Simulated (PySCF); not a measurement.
## Radial density of Ge⁺ (germanium, charge +1)

UHF, [Ar] 3d10 4s2 4p1, 2P determinant. Computed with PySCF 2.14 in Sapporo-DKH3-DZP-2012 (6s5p3d1f, 43 functions), with the spin-free X2C one-electron Hamiltonian (Gaussian nucleus).

```json
{"r (bohr)": "0.000915", "4πr²ρ (e/bohr)": "0.3800", "4πr²(ρα − ρβ)": "0.0000"}
{"r (bohr)": "0.00154", "4πr²ρ (e/bohr)": "0.9361", "4πr²(ρα − ρβ)": "0.0000"}
{"r (bohr)": "0.00259", "4πr²ρ (e/bohr)": "2.262", "4πr²(ρα − ρβ)": "0.0000"}
{"r (bohr)": "0.00436", "4πr²ρ (e/bohr)": "5.210", "4πr²(ρα − ρβ)": "-0.0001"}
{"r (bohr)": "0.00733", "4πr²ρ (e/bohr)": "11.29", "4πr²(ρα − ρβ)": "-0.0001"}
{"r (bohr)": "0.0123", "4πr²ρ (e/bohr)": "21.74", "4πr²(ρα − ρβ)": "-0.0001"}
{"r (bohr)": "0.0207", "4πr²ρ (e/bohr)": "34.21", "4πr²(ρα − ρβ)": "0.0004"}
{"r (bohr)": "0.0349", "4πr²ρ (e/bohr)": "39.22", "4πr²(ρα − ρβ)": "0.0033"}
{"r (bohr)": "0.0586", "4πr²ρ (e/bohr)": "32.60", "4πr²(ρα − ρβ)": "0.0125"}
{"r (bohr)": "0.0986", "4πr²ρ (e/bohr)": "37.03", "4πr²(ρα − ρβ)": "0.0242"}
{"r (bohr)": "0.166", "4πr²ρ (e/bohr)": "44.74", "4πr²(ρα − ρβ)": "0.0073"}
{"r (bohr)": "0.279", "4πr²ρ (e/bohr)": "24.60", "4πr²(ρα − ρβ)": "-0.0054"}
{"r (bohr)": "0.469", "4πr²ρ (e/bohr)": "28.27", "4πr²(ρα − ρβ)": "0.0449"}
{"r (bohr)": "0.790", "4πr²ρ (e/bohr)": "18.12", "4πr²(ρα − ρβ)": "-0.0076"}
{"r (bohr)": "1.33", "4πr²ρ (e/bohr)": "3.941", "4πr²(ρα − ρβ)": "0.2031"}
{"r (bohr)": "2.23", "4πr²ρ (e/bohr)": "1.528", "4πr²(ρα − ρβ)": "0.4617"}
{"r (bohr)": "3.76", "4πr²ρ (e/bohr)": "0.2751", "4πr²(ρα − ρβ)": "0.1563"}
{"r (bohr)": "6.32", "4πr²ρ (e/bohr)": "0.005369", "4πr²(ρα − ρβ)": "0.0039"}
```

Densities and radii are taken from the X2C orbitals without a picture-change correction, which distorts them close to the nucleus.

Task: Where is the radial spin density 4πr²(ρα − ρβ) most negative, and why is it negative at all?

Result: Around r = 0.790 bohr, down to -0.0076 e/bohr: exchange with the open shell polarises the paired shells in an unrestricted calculation.
